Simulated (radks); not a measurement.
Numerical settings for the xenon ion Xe2+, [Kr] 4d10 5s2 5p4. Calculated with a radial shooting solver on a logarithmic mesh with Libxc functionals: scalar-relativistic Kohn-Sham, r2SCAN, spin-polarised, spherical densities, finite nucleus; open shells are filled with parallel spins first (spin-orbit coupling, left out, can overturn this in heavy ions); meta-GGA in the generalised Kohn-Sham scheme; Fermi nuclear charge, rms radius 4.7859 fm. The defaults (mesh step 0.008 in ln r, mesh end at 40 bohr or more with all orbitals vanishing there, Anderson mixing 0.5 over 9 steps, residual threshold near 1e-9 with the energy settled to 1e-9 hartree or 1e-11 of itself, here a cap of 98 iterations) give E = -7446.783 hartree and 5p at -25.671 eV in 11 iterations. Run on one thread of a shared host, so times are rough (Arm Neoverse V1): 0.19 s of CPU time, 0.19 s wall, 11 iterations on 2254 mesh points. Changes against that run (0 stands for a change within the tolerance of the run):

setting,iterations,converged,E (mhartree),e(5p) (meV),CPU (s)
mesh step in ln r 0.03,10,yes,+0.163,+0.02,0.06
mesh step in ln r 0.012,10,yes,0,+0.0137,0.13
mesh step in ln r 0.05,10,yes,-4.76,+0.416,0.04
mesh end (bohr) 400,11,yes,0,0,0.2
mesh end (bohr) 2,10,level above zero,+1.23e+04,+7.86e+04,0.14
residual threshold 1e-05,10,yes,0,-0.00357,0.18
residual threshold 0.01,10,yes,0,-0.00357,0.18
mixing 0.05,16,yes,0,0,0.26
"linear mixing, mixing 0.05",98,no,+3.07,-29.2,1.5
"linear mixing, mixing 0.8",65,no,diverged,-,0.77
mixing history 20,11,yes,0,0,0.19
iteration cap 3,3,no,+102,-1.45e+03,0.07

Settled on a wrong energy, with an occupied level pushed above zero by the early mesh end: mesh end (bohr) 2 (+12.3 hartree). Apart from these: settings that end as converged yet miss the energy by more than 1 mhartree: mesh step in ln r 0.05 (-0.00476 hartree). A mesh that ends early acts as a hard wall.
